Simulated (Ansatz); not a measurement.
Cartesian coordinates in Å:
```
C 1.576 1.330 -0.884
O 1.212 -0.031 -0.795
Sn 0.192 -0.667 0.750
S -0.037 -2.977 0.240
S 1.170 -0.112 2.841
O -1.497 0.307 0.817
C -2.398 0.219 -0.264
H 2.197 1.452 -1.775
H 0.702 1.985 -0.984
H 2.157 1.663 -0.016
H 0.558 -2.763 -0.948
H 2.145 -1.023 2.671
H -1.989 0.661 -1.181
H -2.687 -0.817 -0.482
H -3.301 0.772 0.008
```

The species carries charge 0 and has multiplicity 1. Sn: def2 effective core potential.

(1) List the PBE0/def2-TZVPP orbital energies in eV (Ansatz 0.2.0). (An estimate is asked.)

Results:

(1) The calculation gave: Occupied: -2422.86, -2422.82, -522.64, -522.62, -279.31, -279.29, -218.19, -218.16, -162.01, -161.98, -161.96, -161.93, -161.82, -161.79, -140.97, -95.65, -95.61, -95.59, -30.04, -29.79, -29.47, -29.34, -29.31, -27.62, -27.06, -20.79, -20.39, -18.84, -18.71, -14.61, -13.02, -12.68, -12.50, -12.31, -12.29, -11.89, -11.59, -10.61, -9.40, -9.02, -8.45, -8.02, -7.98, -7.92, -7.81. Lowest empty: -1.66, 0.13, 0.32, 0.59, 0.86, 1.07, 1.70, 2.36.
